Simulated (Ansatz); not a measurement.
Computed with Ansatz on PBE0-D4/def2-TZVP structures; ΔE is electronic, products minus reactants. CCSD(T)/CBS is the MP2 limit (def2-TZVPP, def2-QZVPP) plus CCSD(T) − MP2 in def2-TZVPP, frozen cores. DFT in def2-TZVPP. Each species was taken in one conformer, which may not be the lowest.

`CN[SiH](C)N` + `CBCl` → `C[SiH](N)Cl` + `CBNC`  (redistribution)

```json
{"level": "PBE0-D4", "ΔE (kJ/mol)": "-104.3"}
{"level": "ωB97M-V", "ΔE (kJ/mol)": "-102.8"}
{"level": "PBE", "ΔE (kJ/mol)": "-107.6"}
{"level": "HF/CBS(def2)", "ΔE (kJ/mol)": "-99.5"}
```

What does CCSD(T)/CBS give? (An estimate is asked.)

The calculation gave: -101.4 kJ/mol. The listed levels differ from it by -2.9, -1.4, -6.2, 1.9 kJ/mol.

Largest T1 diagnostic among the species: 0.011.

The D4 term adds +3.5 kJ/mol with B3LYP and +2.1 kJ/mol with PBE0; it sums over pairs of atoms, weighted by their polarisabilities, and B3LYP, whose exchange is more repulsive, gets the larger term.

B3LYP here is the variant with VWN-RPA as its local correlation; programs differ in this.
